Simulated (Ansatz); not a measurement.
Input file for Ansatz (a first-principles code): R-wB97M-V/def2-TZVPPD on C3H7NO (a complex). Files ending in .json are basis or fitting sets from the Basis Set Exchange.

Ansatz 0.2 input:
```yaml
crystal:
  periodic: [false, false, false]
  atoms:
    - {symbol: C, position_ang: [-0.29343518, 0.18842757, -0.30607764]}
    - {symbol: N, position_ang: [-0.36187379, 0.30994277, -1.44479654]}
    - {symbol: H, position_ang: [-0.22674346, 0.07381931, 0.76549733]}
    - {symbol: C, position_ang: [0.09015317, -1.38558648, 3.32825538]}
    - {symbol: O, position_ang: [-0.10383292, -0.13459792, 2.69526351]}
    - {symbol: C, position_ang: [-0.05130747, 0.95794617, 3.59351146]}
    - {symbol: H, position_ang: [-0.68657710, -1.57061725, 4.07897950]}
    - {symbol: H, position_ang: [1.07163745, -1.43337276, 3.81377797]}
    - {symbol: H, position_ang: [0.03358843, -2.15299340, 2.55817372]}
    - {symbol: H, position_ang: [-0.83392717, 0.87721778, 4.35648410]}
    - {symbol: H, position_ang: [-0.20964989, 1.86522187, 3.01307083]}
    - {symbol: H, position_ang: [0.92422384, 1.01301323, 4.09013645]}
basis:
  gaussian:
    orbitals: def2-TZVPPD.json
hamiltonian:
  xc: {name: wB97M-V}
scf: {lower_state_search: off}
```

The log:

```
WARN ansatz: RAYON_NUM_THREADS=1 ignored (pool sized by the plan → 1); use --threads N
Functional definition: wB97M-V
these checks for a lower state are left out or cut short: stability, starts, cluster_reference, orbital_swaps, neighbouring_geometries, increment
integrals: 0.30 GiB planned
1298 factors; their error is unknown
integrals: 0.33 GiB planned
414 factors; integrals over basis functions are off by at most 4.8e-5 eV
mean field: 1.93 GiB planned
mean field evaluation 1: about -6755.6429 eV, gradient 5.1e1 eV
mean field evaluation 2: about -6755.5262 eV, gradient 5.3e1 eV
mean field evaluation 4: about -6760.7466 eV, gradient 2.7e0 eV
mean field evaluation 8: about -6760.7737 eV, gradient 5.1e-2 eV
mean field evaluation 16: about -6760.7476 eV, gradient 2.7e-5 eV
mean field -6760.74761358 eV, -248.4528921999 hartree, gradient 5.4e-6 eV, S^2 0.000000; 0 other end points of the search recorded, 0 dependent functions left out
reference -6760.74767656 eV, -248.4528945142 hartree; 20, 20 occupied and 287, 287 virtual orbitals, 1298 factors
Total energy: -6760.74767656 eV, -248.4528945142 hartree
Checks for a lower state left out: stability, starts, cluster_reference, orbital_swaps, neighbouring_geometries, increment
```

The run converged.

Cost: very roughly 11 core-seconds.
